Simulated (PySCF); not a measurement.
A structure optimised at PBE0-D3(BJ)/def2-SVP, used in a PySCF frequency run:

```xyz
10

Si     0.8605    -0.2875     0.0000
F      1.7652     0.1274    -1.2710
F      1.7652     0.1274     1.2710
N     -0.6183     0.5597     0.0000
Si    -2.2464    -0.0833     0.0000
H      0.6321    -1.7426     0.0000
H     -0.5443     1.5757     0.0000
H     -3.0044     0.3585     1.2089
H     -3.0044     0.3585    -1.2089
H     -2.1235    -1.5689     0.0000
```
Charge 0, spin multiplicity 1.

Task: Write its SMILES, formula and point group.

Result: F[SiH](F)N[SiH3], F2H5NSi2, Cs

Task: What are its rotational constants (standard atomic weights)?

Result: 6.3067, 1.5579, 1.3552 GHz
